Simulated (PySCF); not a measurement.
SMILES C=[CH][Sn]([OH])([OH])[O]CC, GFN2-xTB optimised geometry.

```
18

C     -1.58    -3.85    -2.06
C     -1.79    -2.61    -1.69
Sn    -0.82    -1.69     0.00
O      1.15    -1.69     0.00
O     -1.17    -2.53     1.77
O     -1.51     0.17     0.00
C     -0.90     1.30     0.56
C     -0.94     1.32     2.08
H     -2.09    -4.27    -2.92
H     -0.91    -4.51    -1.55
H     -2.46    -1.94    -2.20
H      1.51    -2.16     0.76
H     -2.02    -2.31     2.14
H     -1.46     2.16     0.16
H      0.14     1.39     0.22
H     -0.51     2.25     2.45
H     -0.38     0.48     2.47
H     -1.97     1.24     2.42
```

Density from PySCF with PBE0/def2-SVP, def2 effective core potentials past Kr at that geometry. The core electrons that the potentials of Sn replace are not part of the density.

Minimum of the electron density along straight lines between bonded atoms, close to the bond critical point (lines longer than 1.1 times the sum of covalent radii, or with two minima, are not listed):

```csv
bond,length / Å,ρ at the minimum / e bohr⁻³,∇²ρ there / e bohr⁻⁵,position (fraction from the first atom)
C1–C2,1.314,0.349,-0.95,0.50
C2–Sn3,2.153,0.102,___,0.50
Sn3–O4,1.963,0.111,___,0.51
Sn3–O5,1.987,0.106,0.56,0.51
Sn3–O6,1.994,0.103,0.55,0.51
O6–C7,1.401,0.259,-0.37,0.66
C7–C8,1.521,0.250,___,0.50
C1–H9,1.081,0.282,-1.08,0.64
C1–H10,1.077,0.285,-1.11,0.64
C2–H11,1.078,0.282,-1.08,0.64
O4–H12,0.958,0.353,-2.34,0.82
O5–H13,0.957,0.356,-2.33,0.81
C7–H14,1.097,0.280,-1.05,0.63
C7–H15,1.096,0.281,-1.05,0.63
C8–H16,1.087,0.276,-1.00,0.62
C8–H17,1.089,0.275,-1.00,0.62
C8–H18,1.087,0.276,-1.01,0.62
```

Q: Fill in the missing entries.

A: 
- C2–Sn3, ∇²ρ there / e bohr⁻⁵: 0.13
- Sn3–O4, ∇²ρ there / e bohr⁻⁵: 0.61
- C7–C8, ∇²ρ there / e bohr⁻⁵: -0.59
